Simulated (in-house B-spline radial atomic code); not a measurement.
Successive ionisation energies of hafnium; each step leads to the configuration of the next row (after the last: bare). NIST's values go from ground level to ground level; the uncertainty of those that are theory runs from under 0.1 % in few-electron ions to several per cent in heavy many-electron ones. Computed with an all-electron radial atomic-structure program (B-spline basis): non-relativistic Hartree-Fock, average of the configuration, point nuclei.

This level leaves out relativity, spin-orbit splitting included, which matters for heavy ions.

```csv
ion,configuration,ionisation energy (eV),tabulated value (eV),computed minus tabulated (eV),highest orbital,largest mean radius (bohr)
Hf65+,[He] 2s2 2p3,15506.8,15680,-173,2p,0.086214
Hf66+,[He] 2s2 2p2,?,?,?,?,?
Hf67+,[He] 2s2 2p1,?,?,?,?,?
Hf68+,[He] 2s2,16571.2,18180,-1609,2s,0.08513
Hf69+,[He] 2s1,16860.2,18502.32,-1642,2s,0.084798
Hf70+,1s2,69310.4,74565.91,-5255,1s,0.020942
Hf71+,1s1,70531.9,76077.7,-5546,1s,0.020833
```

Fill in the row of Hf66+.

ionisation energy (eV): 15833.0; tabulated value (eV): 17280; computed minus tabulated (eV): -1447; highest orbital: 2p; largest mean radius (bohr): 0.085849.

Fill in the row of Hf67+.

ionisation energy (eV): 16161.9; tabulated value (eV): 17680; computed minus tabulated (eV): -1518; highest orbital: 2p; largest mean radius (bohr): 0.085488.

Where is the largest jump?

From Hf69+ to Hf70+, by a factor of 4.11 (16860 to 69310 eV); the highest orbital goes from 2s to 1s.
